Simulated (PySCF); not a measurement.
# Exercise with solution: chemical shift, span and skew from a shielding tensor

Al(F)(H)(SeH) (AlFH2Se), SMILES [F][AlH][SeH]. Atoms are numbered in the order given.

```xyz
5

Al    -0.5393    -1.1631     0.0000
F      0.6825    -2.2753     0.0000
H     -2.0254    -1.6498     0.0000
Se     0.1229     1.0517     0.0000
H     -1.2836     1.4903     0.0000
```
Charge 0, spin multiplicity 1.

Coordinates come from a B3LYP-D3(BJ)/def2-TZVP optimisation. Other conformers were not sampled.

GIAO shieldings from PBE0/pcSseg-2 in PySCF, non-relativistic, no solvent. The symmetric part of the tensor of F2 has the principal values 230.5, 345.5, 372.8 ppm. The same nucleus in CFCl3 has σ = 165.8 ppm at this level (PySCF, at its B3LYP-D3(BJ)/def2-TZVP geometry).

Work out the isotropic shielding, the ¹⁹F shift against CFCl3, the span and the skew.


σ(iso) = (σ11 + σ22 + σ33)/3 = 316.3 ppm. δ = σ(ref) − σ(iso) = 165.8 − (316.3) = -150.5 ppm.
Span Ω = σ33 − σ11 = 142.3 ppm. Skew κ = 3(σ(iso) − σ22)/Ω = -0.62. Tumbling in solution averages the tensor to δ; in a static solid the shielding alone would spread this spin-1/2 line over Ω.
